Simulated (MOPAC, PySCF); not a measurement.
C2H6Si2, SMILES `[SiH2]=CC=[SiH2]` (Si–C–C–Si torsion 180°), neutral singlet in the gas phase. 

Cartesian coordinates (Å):
```xyz
10

Si     2.1245    -0.3680    -0.5844
C      0.4610    -0.5276    -0.1230
C     -0.4603     0.5276     0.1256
Si    -2.1248     0.3680     0.5831
H      2.7569     0.9496    -0.7651
H      2.9709    -1.5487    -0.8141
H      0.0915    -1.5450    -0.0149
H     -0.0901     1.5450     0.0198
H     -2.9721     1.5486     0.8098
H     -2.7574    -0.9496     0.7632
```
Charge 0, multiplicity 1.

All levels are single points at this geometry (B3LYP-D3(BJ)/def2-TZVP); Pople sets use spherical d functions. Orbital energies aren't observables, and empty levels follow the basis.

```json
[
 {"level": "B3LYP-D3(BJ)/def2-TZVP in PySCF", "HOMO (eV)": "-5.04", "LUMO (eV)": "-2.13", "gap (eV)": "2.92", "dipole (D)": "0.00", "vertical IE, Delta-SCF (eV)": "–"},
 {"level": "B3LYP/3-21G in PySCF", "HOMO (eV)": "-5.05", "LUMO (eV)": "-1.92", "gap (eV)": "3.13", "dipole (D)": "0.00", "vertical IE, Delta-SCF (eV)": "–"},
 {"level": "B3LYP/6-311+G** in PySCF", "HOMO (eV)": "-5.07", "LUMO (eV)": "-2.16", "gap (eV)": "2.91", "dipole (D)": "0.00", "vertical IE, Delta-SCF (eV)": "–"},
 {"level": "B3LYP/6-31G* in PySCF", "HOMO (eV)": "-4.94", "LUMO (eV)": "-1.90", "gap (eV)": "3.03", "dipole (D)": "0.00", "vertical IE, Delta-SCF (eV)": "6.86"},
 {"level": "B3LYP/LANL2DZ in PySCF", "HOMO (eV)": "-5.16", "LUMO (eV)": "-2.10", "gap (eV)": "3.06", "dipole (D)": "0.00", "vertical IE, Delta-SCF (eV)": "–"},
 {"level": "M06-2X/6-31G* in PySCF", "HOMO (eV)": "-5.88", "LUMO (eV)": "-1.15", "gap (eV)": "4.73", "dipole (D)": "0.00", "vertical IE, Delta-SCF (eV)": "–"},
 {"level": "PBE/6-31G* in PySCF", "HOMO (eV)": "-4.46", "LUMO (eV)": "-2.48", "gap (eV)": "1.98", "dipole (D)": "0.00", "vertical IE, Delta-SCF (eV)": "6.94"},
 {"level": "SVWN5/6-31G* in PySCF", "HOMO (eV)": "-4.58", "LUMO (eV)": "-2.61", "gap (eV)": "1.96", "dipole (D)": "0.00", "vertical IE, Delta-SCF (eV)": "7.13"},
 {"level": "HF/6-31G* in PySCF", "HOMO (eV)": "-6.30", "LUMO (eV)": "1.15", "gap (eV)": "7.45", "dipole (D)": "0.00", "vertical IE, Delta-SCF (eV)": "5.60"},
 {"level": "AM1 in MOPAC", "HOMO (eV)": "-7.68", "LUMO (eV)": "-1.61", "gap (eV)": "6.06", "dipole (D)": "0.00", "vertical IE, Delta-SCF (eV)": "–"},
 {"level": "PM3 in MOPAC", "HOMO (eV)": "-6.99", "LUMO (eV)": "-1.54", "gap (eV)": "5.44", "dipole (D)": "0.00", "vertical IE, Delta-SCF (eV)": "–"},
 {"level": "PM6 in MOPAC", "HOMO (eV)": "-6.28", "LUMO (eV)": "-0.83", "gap (eV)": "5.44", "dipole (D)": "0.00", "vertical IE, Delta-SCF (eV)": "–"},
 {"level": "PM7 in MOPAC", "HOMO (eV)": "-7.92", "LUMO (eV)": "-2.18", "gap (eV)": "5.74", "dipole (D)": "0.00", "vertical IE, Delta-SCF (eV)": "–"}
]
```
